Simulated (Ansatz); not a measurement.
Isolated molecules relaxed with PBE0-D4/def2-TZVP in Ansatz; ΔE leaves out vibrations. CBS: MP2 limit from def2 TZ/QZ plus the TZ coupled-cluster correction, frozen cores. This one scheme is used for every species. DFT in def2-TZVPP. B3LYP here is the variant with VWN-RPA as its local correlation; programs differ in this. Each species was taken in one conformer, which may not be the lowest.

Reaction (substitution at a C–Si bond): `O[SiH](O)C[SiH2]F` + CH₃OH → `COC[SiH2]F` + `O[SiH2]O`

`O[SiH](O)C[SiH2]F`:

Cartesian coordinates in Å:
```
O 1.781 -0.873 -0.825
Si 0.202 -1.195 -0.528
O -0.801 -0.689 -1.730
C -0.412 -0.282 0.974
Si -0.337 1.562 0.795
F 1.048 1.930 0.046
H 2.029 0.056 -0.812
H 0.152 -2.668 -0.379
H -0.651 -1.032 -2.612
H 0.182 -0.591 1.840
H -1.452 -0.569 1.165
H -0.298 2.263 2.103
H -1.442 2.090 -0.037
```

CH₃OH:

Cartesian coordinates in Å:
```
C 0.053 -0.172 0.307
O -0.682 0.464 -0.713
H -0.663 -0.497 1.062
H 0.772 0.503 0.788
H 0.591 -1.057 -0.055
H -0.071 0.761 -1.389
```

`COC[SiH2]F`:

```xyz
12

C     0.599   -1.555   -0.646
O    -0.014   -0.423   -1.202
C    -0.852    0.257   -0.289
Si    0.053    1.446    0.858
F     0.642    2.658   -0.006
H     1.234   -1.304    0.214
H    -0.149   -2.292   -0.320
H     1.221   -2.000   -1.422
H    -1.459   -0.451    0.299
H    -1.560    0.844   -0.885
H     1.196    0.812    1.560
H    -0.910    2.008    1.840
```

`O[SiH2]O`:

Z-matrix (Å, degrees):
```
Si
O 1 1.642
O 1 1.642 2 113.5
H 1 1.481 2 111.5 3 116.9
H 1 1.481 2 103.8 3 -121.2
H 2 0.958 1 117.7 3 -66.0
H 3 0.958 1 117.7 2 -66.0
```

**Question.** Is it downhill or uphill in electronic energy at CCSD(T)/CBS, and by how much? (An estimate is asked.)

**Answer.** Computed: Uphill: ΔE = +133.0 kJ/mol.

**Question.** What do these levels give: B3LYP-D4, ωB97X-V, ωB97M-V, PBE0, B3LYP, HF/def2-TZVPP, SCS-MP2/def2-TZVPP, CCSD/def2-TZVPP, CCSD(T)/def2-TZVPP, HF/def2-QZVPP, MP2/def2-QZVPP, MP2/CBS(def2)? (Best estimate.)

**Answer.** The calculation gave: B3LYP-D4 124.7, ωB97X-V 126.1, ωB97M-V 132.3, PBE0 127.8, B3LYP 117.3, HF/def2-TZVPP 117.3, SCS-MP2/def2-TZVPP 127.4, CCSD/def2-TZVPP 128.8, CCSD(T)/def2-TZVPP 129.4, HF/def2-QZVPP 116.8, MP2/def2-QZVPP 138.0, MP2/CBS(def2) 139.7 kJ/mol.

Largest T1 diagnostic among the species: 0.011.

From PBE to PBE0 (25 % exact exchange), in def2-TZVPP and without D4, ΔE moves by +6.5 kJ/mol. The D4 term adds +7.3 kJ/mol with B3LYP and +4.0 kJ/mol with PBE0; it sums over pairs of atoms, weighted by their polarisabilities, and B3LYP, whose exchange is more repulsive, gets the larger term.
